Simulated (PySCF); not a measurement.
Compound: C₂H₇BrGeSi₂.
Numbering: `[CH:1]#[C:2][GeH2:3][Si@H:4]([SiH3:5])[Br:6]` (hydrogens: H7 on C1; H8, H9 on Ge3; H10 on Si4; H11, H12, H13 on Si5)

Torsions of this conformer, `[CH:1]#[C:2][GeH2:3][Si@H:4]([SiH3:5])[Br:6]`: C2–Ge3–Si4–Si5 23°.

The closed-shell ground state was solved at several levels (PySCF, density fitting, gas phase). Isolated species at its PBE0-D3(BJ)/def2-SVP geometry (one conformer only). The calculation is non-relativistic and has no spin–orbit coupling, an omission that weighs most on bromine and germanium.

```
              level  basis functions  total energy (Eh)  HOMO (eV)  LUMO (eV)  gap (eV)  dipole (D)
CAM-B3LYP/def2-SVPD              223         -5309.9385      -8.79      -0.10      8.69        1.53
   wB97X-D/pcSseg-1              199         -5310.1217      -9.37       0.63     10.00        1.56
```

(1) What might PBE0/pcSseg-1 (199 basis functions) give for the same quantities?

(2) Over all these levels, which gives the widest orbital gap and which the narrowest?

(3) How far do the dipole and the HOMO energy spread over the levels?

Results:

(1) Total energy -5309.1170 Eh, HOMO -7.62 eV, LUMO -1.08 eV, gap 6.54 eV, dipole 1.49 D.

(2) wB97X-D/pcSseg-1 (range-separated hybrid) has the widest, 10.00 eV, and PBE0/pcSseg-1 (global hybrid, 25 % exact exchange) the narrowest, 6.54 eV. The two share the basis. From the narrowest to the widest the HOMO moves by -1.75 eV and the LUMO by +1.71 eV.

(3) The dipole runs from 1.49 to 1.56 D (mean 1.53 D) and the HOMO from -9.37 to -7.62 eV.

The pairwise dispersion term of wB97X-D wasn't added to the energies; at a given geometry it leaves orbitals and properties as they are.
